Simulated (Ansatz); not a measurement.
Geometry optimisation, RKS PBE/def2-SVP in Ansatz 0.2.0.

Input:

```yaml
crystal:
  periodic: [false, false, false]
  atoms:
    - { symbol: B, position_ang: [-0.063437, 0.522841, -0.466784] }
    - { symbol: "N", position_ang: [-0.013731, 0.042378, 2.221113] }
    - { symbol: H, position_ang: [-0.759114, -0.47427, 2.699963] }
    - { symbol: H, position_ang: [0.87139, -0.154638, 2.702175] }
    - { symbol: F, position_ang: [1.138102, 0.046952, -0.738787] }
    - { symbol: F, position_ang: [-1.147881, -0.18439, -0.722646] }
    - { symbol: Br, position_ang: [-0.257862, 2.474791, -0.036689] }
    - { symbol: H, position_ang: [-0.210667, 1.059835, 2.328057] }
basis:
  gaussian: { orbitals: def2-SVP }
hamiltonian:
  xc: pbe
relax:
  f_tol: 0.03
  max_steps: 50
output:
  orbitals: {}
```

Command:

```bash
$ ansatz run input.yaml --threads 2 --pin off --max-ram 3072MiB --backend cpu --events-out ev --progress --plain --runs-dir out
```

Problem. Where does it end, and by what steps?

Solution. The forces met the threshold. The force dipped under the threshold on the way, but the program's further checks kept it going. After 15 steps the energy has fallen by 0.901 eV; H3 moved furthest, 0.90 Å. Joined: B1–N2 (2.73 → 1.66 Å).

| step | energy less start (eV) | largest force component (eV/Å) | accepted |
| --- | --- | --- | --- |
| 0 | 0.0000 | 0.835 | yes |
| 1 | -0.1491 | 0.592 | yes |
| 2 | -0.4647 | 0.722 | yes |
| 3 | -0.7531 | 1.517 | yes |
| 4 | -0.8250 | 1.295 | yes |
| 5 | -0.8391 | 0.767 | yes |
| 6 | -0.8734 | 0.162 | yes |
| 7 | -0.8832 | 0.091 | yes |
| 8 | -0.8950 | 0.046 | yes |
| 9 | -0.8590 | 0.958 | no |
| 10 | -0.8993 | 0.051 | yes |
| 11 | -0.8982 | 0.242 | no |
| 12 | -0.8971 | 0.311 | no |
| 13 | -0.9001 | 0.024 | yes |
| 14 | -0.9007 | 0.056 | yes |
| 15 | -0.9009 | 0.024 | yes |

```xyz
8
Properties=species:S:1:pos:R:3
B -0.093 0.441 0.177
N -0.047 0.207 1.822
H -0.205 -0.785 2.063
H 0.869 0.503 2.190
F 0.935 -0.312 -0.326
F -1.346 0.046 -0.211
Br 0.214 2.449 -0.004
H -0.770 0.785 2.276
```

Whether the end is a true minimum wasn't checked by a vibrational analysis.

The run took 38 s on 2 threads of Arm Neoverse V1, on a shared host, peak memory 0.15 GiB.
